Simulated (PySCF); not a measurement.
**Magnetic susceptibility: SMILES C/C(F)=C(/C)C(F)=C(F)F, C6H6F4**

Cartesian coordinates in Å; atom numbers follow the order of the lines, from 1:
```xyz
16

C    -2.1276   -0.7435   -0.7177
C    -1.1726    0.3788   -0.5140
F    -1.6742    1.5611   -0.9380
C     0.0679    0.3856    0.0016
C     0.8793    1.6482    0.0791
C     0.6765   -0.8267    0.5211
F    -0.1343   -1.8820    0.7668
C     1.9644   -1.0277    0.8225
F     2.4364   -2.1607    1.3265
F     2.9499   -0.1571    0.6512
H    -2.6017   -1.0213    0.2233
H    -1.6282   -1.6230   -1.1145
H    -2.8998   -0.4224   -1.4126
H     0.2672    2.5022   -0.1937
H     1.2605    1.7966    1.0872
H     1.7285    1.6011   -0.6002
```

Computed, not measured: GIAO B3LYP/pcSseg-1 magnetisability, rotational g tensor and spin-rotation constants, non-relativistic, gas phase in PySCF 2.14.0. Geometry: GFN2-xTB.

How diamagnetic is it, and how anisotropic?

Isotropic -1273 × 10⁻³⁰ J/T², or -76.6 × 10⁻⁶ cm³/mol; principal values -1353, -1298, -1167 × 10⁻³⁰ J/T², anisotropy 165 × 10⁻³⁰ J/T² (root of half the summed squared differences of the principal values). The susceptibility is in cgs units.

Split it along the inertial axes a, b, c into diamagnetic and paramagnetic parts about the centre of mass, with the quadrupole moment.


| axis | χ (10⁻⁶ cm³/mol) | diamagnetic (10⁻⁶ cm³/mol) | paramagnetic (10⁻⁶ cm³/mol) | summed x² of all electrons (Å²) | quadrupole Θ (D Å) |
| --- | --- | --- | --- | --- | --- |
| a | -70.9 | -616.0 | 545.0 | 307.6 | -4.84 |
| b | -77.5 | -1378.3 | 1300.8 | 127.9 | +2.22 |
| c | -81.5 | -1847.5 | 1766.0 | 17.3 | +2.62 |

Anisotropies 2χaa − χbb − χcc = +17.1 and 2χbb − χaa − χcc = -2.7 × 10⁻⁶ cm³/mol. Θ is traceless in Buckingham's convention.

And the rotational g tensor?


| axis | rotational constant (GHz) | g | nuclear part | electronic part |
| --- | --- | --- | --- | --- |
| a | 2.3021 | -0.0295 | 0.5599 | -0.5895 |
| b | 0.8437 | -0.0099 | 0.5058 | -0.5156 |
| c | 0.6298 | -0.0063 | 0.5162 | -0.5225 |

Asymmetric top; isotopes 12C, 19F, 1H; no vibrational averaging.
